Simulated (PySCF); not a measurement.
Predicted microwave data (CAM-B3LYP/def2-SVPD in PySCF (dipole) on a GFN2-xTB geometry, gas phase) for one isomer of C3H11NOSi2:

```
Rotational constants : A = 3851, B = 1119, C = 941.1 MHz
Dipole components    : |μa| = 0.67 D, |μb| = 0.75 D, |μc| = 0.46 D
Inertial defect      : -46.06 u·Å²
κ                    : -0.88
```

Question: Which candidate fits, each taken in the one conformer that was computed?
A. `[CH2:1]=[CH:2][Si@H:3]([OH:4])[SiH2:5][NH:6][CH3:7]` with C1–C2–Si3–O4 -152°, C2–Si3–O4–H -58°, C2–Si3–Si5–N6 -49°, Si3–Si5–N6–C7 179°
B. `[CH3:1][O:2][Si@H:3]1[CH2:4][CH2:5][SiH2:6][NH:7]1` with C1–O2–Si3–C4 176°, O2–Si3–C4–C5 152°, Si3–C4–C5–Si6 -38°, C4–C5–Si6–N7 28°, C5–Si6–N7–Si3 -6°
C. `[NH2:1][CH2:2][Si@H:3]1[CH2:4][CH2:5][SiH2:6][O:7]1` with H–N1–C2–Si3 -60° and 57°, N1–C2–Si3–C4 -159°, C2–Si3–C4–C5 94°, Si3–C4–C5–Si6 28°, C4–C5–Si6–O7 -24°, C5–Si6–O7–Si3 10°
D. `[CH2:1]=[CH:2][CH2:3][Si@@H:4]([OH:5])[NH:6][SiH3:7]` with C1–C2–C3–Si4 95°, C2–C3–Si4–O5 -56°, C3–Si4–O5–H 36°, C3–Si4–N6–Si7 51°

Answer: B. It is CO[Si@H]1CC[SiH2]N1, an asymmetric top, point group C1. The candidates at the same level (rigid rotor, commonest isotopes):

```json
{"SMILES": "NC[Si@H]1CC[SiH2]O1", "A (MHz)": "3067", "B (MHz)": "1242", "C (MHz)": "1030", "μa (D)": "1.51", "μb (D)": "1.38", "μc (D)": "0.03", "Δ (u·Å²)": "-81.22", "point group": "C1", "rotor": "asymmetric top"}
{"SMILES": "C=CC[Si@@H](O)N[SiH3]", "A (MHz)": "2395", "B (MHz)": "1119", "C (MHz)": "888.6", "μa (D)": "0.08", "μb (D)": "0.91", "μc (D)": "0.48", "Δ (u·Å²)": "-94.00", "point group": "C1", "rotor": "asymmetric top"}
{"SMILES": "CO[Si@H]1CC[SiH2]N1", "A (MHz)": "3851", "B (MHz)": "1119", "C (MHz)": "941.1", "μa (D)": "0.67", "μb (D)": "0.75", "μc (D)": "0.46", "Δ (u·Å²)": "-46.06", "point group": "C1", "rotor": "asymmetric top"}
{"SMILES": "C=C[Si@H](O)[SiH2]NC", "A (MHz)": "2314", "B (MHz)": "1055", "C (MHz)": "769.3", "μa (D)": "0.83", "μb (D)": "1.31", "μc (D)": "0.71", "Δ (u·Å²)": "-40.51", "point group": "C1", "rotor": "asymmetric top"}
```

`C=CC[Si@@H](O)N[SiH3]` has A 38 % too low; `NC[Si@H]1CC[SiH2]O1` has A 20 % too low; `C=C[Si@H](O)[SiH2]NC` has A 40 % too low. No structure here is proved a minimum.
